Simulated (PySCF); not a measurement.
Geometries of 2 isomers of C3H11AsSi, from PBE0-D3(BJ)/def2-SVP geometry optimisation, gas phase (PySCF). One conformer each, no zero-point energy, no frequencies.

Task: Which is lower in electronic energy at this level?
A.
```xyz
16
angstrom
C     -1.727    0.709    0.476
C     -1.040   -0.649    0.439
C     -0.794   -1.134   -0.980
As     0.575   -0.589    1.623
Si     2.103    0.478    0.158
H     -1.106    1.487    0.001
H     -2.683    0.675   -0.072
H     -1.942    1.035    1.505
H     -1.681   -1.382    0.959
H     -0.294   -2.114   -1.002
H     -1.748   -1.229   -1.526
H     -0.166   -0.427   -1.545
H      1.103   -1.976    1.259
H      3.392    0.648    0.895
H      2.381   -0.264   -1.110
H      1.583    1.836   -0.196
```
B.
```xyz
16
angstrom
C     -1.984   -0.950   -0.449
C     -1.424    0.462   -0.590
Si    -0.385    1.050    0.877
As     1.420   -0.453    1.207
C      2.419    0.088   -0.417
H     -2.635   -1.040    0.435
H     -2.581   -1.240   -1.328
H     -1.181   -1.696   -0.334
H     -0.796    0.544   -1.494
H     -2.238    1.194   -0.728
H     -1.214    1.082    2.124
H      0.113    2.439    0.607
H      2.126    0.505    2.164
H      1.918   -0.347   -1.293
H      3.434   -0.330   -0.362
H      2.482    1.177   -0.540
```

Result: B. That is `CC[SiH2][AsH]C`, 6.8 kcal/mol below the other.

| SMILES | atoms numbered as above | E (Eh) | relative (kcal/mol) | relative (kJ/mol) | dipole (D) |
| --- | --- | --- | --- | --- | --- |
| CC[SiH2][AsH]C | [CH3:1][CH2:2][SiH2:3][AsH:4][CH3:5] | -2645.33224 | 0.0 | 0.0 | 1.25 |
| CC(C)[AsH][SiH3] | [CH3:1][CH:2]([CH3:3])[AsH:4][SiH3:5] | -2645.32147 | 6.8 | 28.3 | 1.35 |

As drawn, the lower has an Si–C bond, which the higher lacks.
